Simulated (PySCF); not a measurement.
Excitation energy of B by level of theory

B [He] 2s2 2p1 (2P) → B [He] 2s1 2p1 3d1 (high-spin determinant), as a difference of total energies. All numbers are calculated (PySCF 2.14, the non-relativistic Hamiltonian (point nucleus), in aug-cc-pVQZ (6s5p4d3f2g, 80 functions)). Correlated levels: valence: 1s2 frozen. The calculations carry no spin-orbit coupling.

| method | excitation energy (eV) |
| --- | --- |
| UHF | 10.386 |
| MP2 (valence) | 11.504 |
| SCS-MP2 (valence) | 11.792 |
| CCSD (valence) | 11.921 |
| CCSD(T) (valence) | 11.958 |

**Question.** How much does correlation contribute at CCSD(T) (valence)?

**Answer.** 11.958 − (10.386) = 1.572 eV, measured against UHF.

The upper state lies above the first ionisation limit, but in LS coupling its spin forbids autoionisation to the ground ion. A Rydberg-like electron needs more diffuse functions than a valence basis has.

The promoted electron is Rydberg-like, and one or two diffuse shells describe it only roughly, which tends to raise the upper state.

The determinant of the upper state mixes LS terms, which raises its energy above the lowest term, most at the Hartree-Fock and MP2 levels.
